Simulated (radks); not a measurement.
The numbers below are computed, except where a source is named.
Problem. Species: the tantalum ion Ta7+. Configuration: [Kr] 4d10 4f13 5s1 5p6 (not the ground configuration). Level of theory: scalar-relativistic Kohn-Sham, PBEsol, spin-polarised, spherical densities, finite nucleus; open shells are filled with parallel spins first (spin-orbit coupling, left out, can overturn this in heavy ions); Fermi nuclear charge, rms radius 5.3507 fm (a radial shooting solver on a logarithmic mesh with Libxc functionals). Some entries of the table are withheld. Estimate them.

orbital,occ.,eigenvalue (hartree),<1/r> (bohr^-1)
1s up,1,-2478.022,85.37
1s down,1,-2478.016,85.37
2s up,1,-429.1149,19.95
2s down,1,-429.1103,19.95
2p up,3,-376.6839,18.15
2p down,3,-376.6796,18.15
3s up,1,-101.4023,7.384
3s down,1,-101.3768,7.385
3p up,3,-85.80113,6.834
3p down,3,-85.77546,6.835
3d up,5,-67.55982,6.462
3d down,5,-67.53929,6.463
4s up,1,-23.83222,3.140
4s down,1,-23.78546,3.140
4p up,3,-18.70119,2.858
4p down,3,-18.65461,2.858
4d up,5,-12.12559,2.545
4d down,5,-12.07754,2.545
5s up,1,-6.30675,1.278
5s down,0,-6.24728,1.275
5p up,3,(1),(2)
5p down,3,(3),(4)
4f up,7,-4.81901,2.070
4f down,6,-4.76641,2.071

Solution. 
(1) 5p up eigenvalue (hartree): -4.93500
(2) 5p up <1/r> (bohr^-1): 1.116
(3) 5p down eigenvalue (hartree): -4.88249
(4) 5p down <1/r> (bohr^-1): 1.111
